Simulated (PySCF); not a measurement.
C4H8OSi, SMILES C1(C[SiH](C)C1)=O. Atoms are numbered in the order given.

```xyz
14

C      2.5609     0.2852     0.0000
Si     0.8433    -0.4576     0.0000
C     -0.4652     0.2535     1.1999
C     -1.4156     0.1785     0.0000
O     -2.5842    -0.1227     0.0000
C     -0.4652     0.2535    -1.1999
H      2.5142     1.3857     0.0000
H      3.1282    -0.0327    -0.8896
H      3.1282    -0.0327     0.8896
H      0.8768    -1.9487     0.0000
H     -0.8395    -0.2112     2.1225
H     -0.1951     1.3071     1.4020
H     -0.1951     1.3071    -1.4020
H     -0.8395    -0.2112    -2.1225
```
Charge 0, spin multiplicity 1.

Geometry optimised at r2SCAN-D4/def2-SVP. The structure was generated by enumeration, and PubChem lists no compound with its InChIKey, so it may never have been made.

Two levels are set side by side: PBE/pcSseg-1 (PySCF) and KT2/pcSseg-1 (PySCF). GIAO shifts against H2O (¹⁷O), TMS (²⁹Si), TMS (¹H), TMS (¹³C) at the same level; non-relativistic, no solvent, atoms listed together averaged. Differences are taken from unrounded values.

```json
[
 {"quantity": "δ(¹³C) of C1 (ppm)", "KT2": "-0.2", "PBE": "-0.2", "PBE minus KT2": "0.0"},
 {"quantity": "δ(²⁹Si) of Si2 (ppm)", "KT2": "-48.7", "PBE": "-50.0", "PBE minus KT2": "-1.4"},
 {"quantity": "δ(¹³C) of C3, C6 (ppm)", "KT2": "44.4", "PBE": "46.1", "PBE minus KT2": "1.7"},
 {"quantity": "δ(¹³C) of C4 (ppm)", "KT2": "187.5", "PBE": "198.5", "PBE minus KT2": "11.0"},
 {"quantity": "δ(¹⁷O) of O5 (ppm)", "KT2": "595.5", "PBE": "637.5", "PBE minus KT2": "42.0"},
 {"quantity": "δ(¹H) of H10 (ppm)", "KT2": "4.59", "PBE": "4.62", "PBE minus KT2": "0.03"}
]
```

Rough cost on one machine, each run with all the roots and properties that it gave: KT2 against PBE within a factor of 2.
